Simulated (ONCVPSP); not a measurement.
tin: excitation energies, all-electron against ONCV

Sn, optimised norm-conserving Vanderbilt (ONCV), made with ONCVPSP 4.0.1 (PBE, fully relativistic). Core [Ar] 3d10, reference 4s2 4p6 4d10 5s2 (charge +2). Waves: 4s+5s: rc 1.50 bohr, ncon 3, nbas 8, qcut 7.8 1/bohr, 2 projectors; 4p: rc 1.15 bohr, ncon 3, nbas 6, qcut 13.2 1/bohr, 1 projector; 4d: rc 1.15 bohr, ncon 3, nbas 7, qcut 8.1 1/bohr, 1 projector. Local part: polynomial inside 0.95 bohr (lpopt 4, dvloc0 3 Ha). Core correction: Teter function, fcfact 5.75, rcfact 1.1.

Open shells are filled in proportion to 2j + 1.

Energies are relative to the spin-unpolarised reference configuration 4s2 4p6 4d10 5s2; without spin polarisation the order of configurations can differ from experiment.

**Question.** Give the all-electron excitation energy and the error of the potential for: 4s2 4p6 4d10 5s2 5p2; 4s2 4p6 4d10 5s2 5p1; 4s2 4p6 4d10 5s1; 4s2 4p6 4d9 5s2 5p2.

**Answer.**

```
valence configuration  charge  ΔE all-electron (eV)  error AE − PS (meV)
 4s2 4p6 4d10 5s2 5p2       0               -20.859                  +90
 4s2 4p6 4d10 5s2 5p1      +1               -13.971                  +60
     4s2 4p6 4d10 5s1      +3                30.971                 -3.5
  4s2 4p6 4d9 5s2 5p2      +1                11.816                 +170
```

Levels in the configuration 4s2 4p6 4d10 5s2 5p2:

| level | all-electron (eV) | pseudo (eV) |
| --- | --- | --- |
| 4s j=1/2 | -133.824 | -133.751 |
| 4p j=3/2 | -87.306 | -87.237 |
| 4p j=1/2 | -94.874 | -94.804 |
| 4d j=5/2 | -25.403 | -25.342 |
| 4d j=3/2 | -26.444 | -26.381 |
| 5s j=1/2 | -10.541 | -10.503 |
| 5p j=3/2 | -3.557 | -3.574 |
| 5p j=1/2 | -4.001 | -4.017 |
